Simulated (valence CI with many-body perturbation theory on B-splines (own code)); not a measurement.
## Questions on Zr²⁵⁺

Computed by valence CI with perturbative core correlation (CI+MBPT): five valence electrons over a frozen Dirac-Fock core [Ne], a basis of 9 s, 9 p, 8 d, 6 f, 3 g, 1 h functions for each j, with the one-electron correlation potential Σ1, the two-electron term Σ2, the three-electron term Σ3, Breit, model QED; selected CI, second order for the rest (own B-spline code, finite nucleus).

No measured spectrum was set against this ion. As an estimate, levels of excited configurations hold to 0.05 to 0.15 % of their energy, terms of the ground configuration to about 0.5 %. Among the levels kept, up to 510 cm⁻¹ of a level comes from second order outside the variational space, and about a tenth of that is noise between levels of different J, which matters for small intervals.

Names give the largest LS component (configuration and term), which can be under half, so a name can repeat, a term be missing and a line seem to break the LS rules; names also repeat where a configuration has a term twice.

Rates and lifetimes use the calculated energies. Strong lines usually hold to 10 to 20 %, long lifetimes can be off by a factor of two.

**Question.** What is the ground level?

**Answer.** 3s2 3p3 4S°_3/2, composition 52 % 3s2 3p3 4S° + 30 % 3s2 3p3 2P° + 15 % 3s2 3p3 2D°, g = 1.603.

**Question.** What are the static dipole polarisabilities of the lowest levels?

**Answer.** 3s2 3p3 4S°_3/2 0.0494 (tensor 0.0024); 3s2 3p3 2D°_3/2 0.0512 (tensor 0.0025); 3s2 3p3 2D°_5/2 0.0511; 3s2 3p3 2P°_1/2 0.0503 bohr³, of which the core gives 0.000740.

**Question.** Where does the other parity begin?

**Answer.** At 3s 3p4 4P_5/2, 645060 cm⁻¹.

**Question.** How well does LS coupling describe the low levels?

**Answer.** Among the lowest 20 levels the leading LS term, summed over configurations, holds 65 % on average. For single configurations the figures are 58 % in LS and 67 % in jj coupling. Terms mix most in the J = 3/2 level at 800950 cm⁻¹, where the leading one holds 36 %.

**Question.** What is the ionisation energy?

**Answer.** 1266.6 eV; NIST lists 1277 ± 5 eV (semi-empirical).

**Question.** Name the longest-lived excited levels whose lifetime is computed, and their main decay.

**Answer.** 3s2 3p3 2D°_5/2 at 162570 cm⁻¹ lives 131 μs, mostly by M1 to 3s2 3p3 4S°_3/2; 3s2 3p3 2D°_3/2 at 123210 cm⁻¹ lives 25.7 μs, mostly by M1 to 3s2 3p3 4S°_3/2; 3s2 3p3 2P°_1/2 at 216160 cm⁻¹ lives 17.3 μs, mostly by M1 to 3s2 3p3 4S°_3/2. The lifetime of 3s2 3p2 3d 4F_9/2 is too uncertain to give, and may be longer.

**Question.** Among levels below 1494600 cm⁻¹, which E1 lines absorb most strongly from the ground level?

**Answer.** to 3s2 3p2 3d 4P_5/2 at 9.208 nm, f = 0.288; to 3s 3p4 2P_3/2 at 9.276 nm, f = 0.158; to 3s2 3p2 3d 4P_1/2 at 9.012 nm, f = 0.121.
